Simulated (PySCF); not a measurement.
ScSBr: from structure and modes to constants

Computed with PBE0 in PySCF with Sc def2-TZVP, S def2-TZVP, Br def2-TZVP; no relativity; density-fitted integrals.

The singlet minimum has Cs symmetry. Masses (u): Sc 44.95591, S 31.97207, Br 78.91834.

```xyz
3
charge 0 multiplicity 1, angstrom
Sc   -0.7087    0.0000   -0.7660
S    -2.6596    0.0000    0.1054
Br    1.4733    0.0000    0.3949
```

Harmonic wavenumbers (cm⁻¹): 76.1 (a', ×1), 305.3 (a', ×1), 588.9 (a', ×1).

Q: Find the principal moments of inertia and the rotational constants. What kind of rotor is it?

A: About the centre of mass I = 29.405, 429.68, 459.08 u Å². With B = 16.8576/I this gives 0.5733, 0.03923, 0.03672 cm⁻¹. The molecule is an asymmetric top with κ = -0.99.

Q: What is the harmonic zero-point energy?

A: Half the sum of all 3 wavenumbers, 970/2 = 485 cm⁻¹, which is 5.8 kJ/mol (1 cm⁻¹ = 0.0119627 kJ/mol).

Q: Find the vibrational entropy and heat capacity at 298.15 K.

A: With u = 1.43878 ω/T, each mode gives S = R[u/(eᵘ−1) − ln(1−e⁻ᵘ)] and C = R u² eᵘ/(eᵘ−1)².
| ω (cm⁻¹) | u | S (J/(mol K)) | C (J/(mol K)) |
| --- | --- | --- | --- |
| 76.1 | 0.367 | 16.69 | 8.22 |
| 305.3 | 1.473 | 5.81 | 6.96 |
| 588.9 | 2.842 | 1.96 | 4.42 |
The sums over all modes are S = 24.5 and C = 19.6 J/(mol K); the softest mode gives 68 % of the entropy.

Other isomers or separated fragments may lie lower.
